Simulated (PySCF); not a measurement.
ClGe₂H₅, SMILES [Cl][GeH2][GeH3].

The structure is a stationary point at PBE0-D3(BJ)/def2-SVP. The structure was generated by enumeration, and PubChem lists no compound with its InChIKey, so it may never have been made.

Calculation: TDDFT-CAM-B3LYP/def2-SVPD run with PySCF.

Vertical excitations. The molecule is in vacuum. State labels are in the subgroup Cs.

Computed UV-visible absorptions:
| state | symmetry | energy (eV) | λ (nm) | f | main pairs |
|---|---|---|---|---|---|
| S1 | A' | 6.15 | 202 | 0.032 | HOMO→LUMO 90 % |
| S2 | A" | 6.68 | 185 | 0.011 | HOMO−1→LUMO 92 % |
| S3 | A' | 7.15 | 173 | 0.200 | HOMO→LUMO+1 52 %, HOMO→LUMO+2 38 % |
| S4 | A' | 7.37 | 168 | 0.206 | HOMO→LUMO+2 55 %, HOMO→LUMO+1 36 % |
| S5 | A" | 7.53 | 165 | 0.022 | HOMO→LUMO+3 89 % |
| S6 | A' | 7.71 | 161 | 0.029 | HOMO−2→LUMO 82 % |
| S7 | A" | 7.77 | 160 | 0.012 | HOMO−1→LUMO+1 68 %, HOMO−1→LUMO+2 23 % |
| S8 | A' | 8.18 | 152 | 0.014 | HOMO→LUMO+4 87 % |
| S9 | A" | 8.19 | 151 | 0.001 | HOMO−1→LUMO+2 43 %, HOMO−3→LUMO 29 %, HOMO−1→LUMO+1 10 %, HOMO−6→LUMO 8 % |
| S10 | A" | 8.31 | 149 | 0.000 | HOMO−3→LUMO 46 %, HOMO−1→LUMO+2 20 %, HOMO−1→LUMO+1 9 % |
| T1 | A' | 5.60 | 221 | 0 | HOMO→LUMO 92 % |
| T2 | A" | 6.23 | 199 | 0 | HOMO−1→LUMO 91 % |
| T3 | A' | 6.31 | 197 | 0 | HOMO→LUMO+1 80 % |
| T4 | A" | 6.78 | 183 | 0 | HOMO→LUMO+3 81 % |
Triplets are in the Tamm–Dancoff approximation, which puts them higher than full response would, so one can lie above its singlet here.
